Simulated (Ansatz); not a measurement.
Cost and result up the ladder for `CCC(F)CC(F)CC(F)CC(C)F` (32 atoms). Total charge 0; singlet. Geometry: r2SCAN-D4/def2-SVP.

```xyz
32

C    -1.9425    3.9066    1.8413
C    -0.8324    3.0139    2.3837
C    -0.8516    1.6042    1.8214
F     0.0962    0.8470    2.5223
C    -0.5132    1.4986    0.3459
C    -0.5421    0.0646   -0.1445
F    -1.8562   -0.4139   -0.0099
C    -0.1151   -0.1048   -1.5877
C    -0.3274   -1.5171   -2.1152
F     0.0687   -1.5294   -3.4477
C     0.4095   -2.6187   -1.3621
C     1.8636   -2.3308   -1.0223
C     2.6050   -3.5383   -0.4935
F     2.5157   -1.8757   -2.1689
H    -1.8360    4.0911    0.7607
H    -1.9379    4.8863    2.3417
H    -2.9344    3.4542    2.0062
H    -0.9197    2.9230    3.4796
H     0.1604    3.4561    2.1853
H    -1.8351    1.1315    2.0038
H     0.4935    1.9200    0.1768
H    -1.2285    2.0905   -0.2496
H     0.0798   -0.5521    0.5286
H     0.9502    0.1588   -1.6949
H    -0.6860    0.5890   -2.2284
H    -1.4073   -1.7479   -2.0979
H    -0.1339   -2.8352   -0.4256
H     0.3509   -3.5300   -1.9822
H     1.9246   -1.5076   -0.2841
H     2.5828   -4.3524   -1.2346
H     3.6544   -3.2821   -0.2869
H     2.1439   -3.8994    0.4386
```

Ansatz on 4 threads of Arm Neoverse V2 on a shared host. Times are rough, and most runs start from the orbitals of an earlier one. PBE0-D4/def2-TZVP serves as the yardstick here, not as an exact answer. Differences are given only for rows in sets of like size (and for xTB, whose basis is part of the method), since another set adds its own error. Binding counts from free atoms at the same level (C triplet, F doublet, H doublet; other spins of the atoms weren't run), without zero-point energy or a counterpoise term.

Correlated methods freeze 14 core orbitals. The rows differ in basis, and correlated rows in double-zeta sets carry the largest basis error.

Correlated methods converge slowly with the basis, most of all in double-zeta sets.

```
                            level  functions  wall time  binding energy per atom (eV)  difference from PBE0-D4/def2-TZVP (eV)
                        HF/STO-3G         88     0.85 s                          3.75                                       –
                  PBE-D4/def2-SVP        286        6 s                          4.38                                       –
                 PBE0-D4/def2-SVP        286       13 s                          4.31                                       –
                 PBE-D4/def2-TZVP        542       14 s                          4.32                                    0.07
                     MP2/def2-SVP        286       14 s                          4.11                                       –
r2SCAN-D4/def2-TZVP (with forces)        542       30 s                          4.23                                   -0.02
  PBE0-D4/def2-TZVP (with forces)        542       55 s                          4.25                                    0.00
```
